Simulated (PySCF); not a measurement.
# methyl 2-ethoxyacetate, C₅H₁₀O₃

Molfile (atoms numbered from 1):
```
C5H10O3
     RDKit          3D

 18 17  0  0  0  0  0  0  0  0999 V2000
   -3.0225    0.4095    0.9052 C   0  0  0  0  0  0  0  0  0  0  0  0
   -1.5734    0.0028    0.9947 C   0  0  0  0  0  0  0  0  0  0  0  0
   -1.2351   -0.7054   -0.1757 O   0  0  0  0  0  0  0  0  0  0  0  0
    0.0760   -1.1295   -0.2344 C   0  0  0  0  0  0  0  0  0  0  0  0
    1.0646   -0.0145   -0.5251 C   0  0  0  0  0  0  0  0  0  0  0  0
    0.7922    1.1436   -0.6848 O   0  0  0  0  0  0  0  0  0  0  0  0
    2.3072   -0.5059   -0.5845 O   0  0  0  0  0  0  0  0  0  0  0  0
    3.3338    0.4324   -0.8577 C   0  0  0  0  0  0  0  0  0  0  0  0
   -3.6667   -0.4734    0.7792 H   0  0  0  0  0  0  0  0  0  0  0  0
   -3.3302    0.9403    1.8182 H   0  0  0  0  0  0  0  0  0  0  0  0
   -3.1789    1.0757    0.0444 H   0  0  0  0  0  0  0  0  0  0  0  0
   -0.9305    0.8943    1.1039 H   0  0  0  0  0  0  0  0  0  0  0  0
   -1.4028   -0.6431    1.8815 H   0  0  0  0  0  0  0  0  0  0  0  0
    0.1665   -1.8678   -1.0479 H   0  0  0  0  0  0  0  0  0  0  0  0
    0.4077   -1.6432    0.6922 H   0  0  0  0  0  0  0  0  0  0  0  0
    3.3110    1.2594   -0.1332 H   0  0  0  0  0  0  0  0  0  0  0  0
    3.2195    0.8546   -1.8675 H   0  0  0  0  0  0  0  0  0  0  0  0
    4.2810   -0.1143   -0.7840 H   0  0  0  0  0  0  0  0  0  0  0  0
  1  2  1  0
  2  3  1  0
  3  4  1  0
  4  5  1  0
  5  6  2  0
  5  7  1  0
  7  8  1  0
  1  9  1  0
  1 10  1  0
  1 11  1  0
  2 12  1  0
  2 13  1  0
  4 14  1  0
  4 15  1  0
  8 16  1  0
  8 17  1  0
  8 18  1  0
M  END
```

Theory: quadratic response CAM-B3LYP/aug-cc-pVDZ first hyperpolarisability, Taylor convention, gas phase (PySCF 2.14.0). Geometry: PBE0-D3(BJ)/def2-SVP.

**Question.** Give the tensor of the second harmonic β(−2ω;ω,ω) at 1064 nm in the axes of these coordinates.

**Answer.** In au, Taylor convention; rows are the first index (the induced dipole):
```
      xx     yy     zz     xy     xz     yz
x  -21.3  -24.6   +3.1  -11.2   -9.7  +11.9
y  -11.2  +20.3   -5.0  -24.9  +12.1  -23.2
z   -9.9  -23.2  -57.8  +12.3   +3.0   -5.5
```
Norm of βᵢ = ⅓ Σⱼ (βᵢⱼⱼ + βⱼᵢⱼ + βⱼⱼᵢ): 100.6 au, hyper-Rayleigh value 40.7 au.
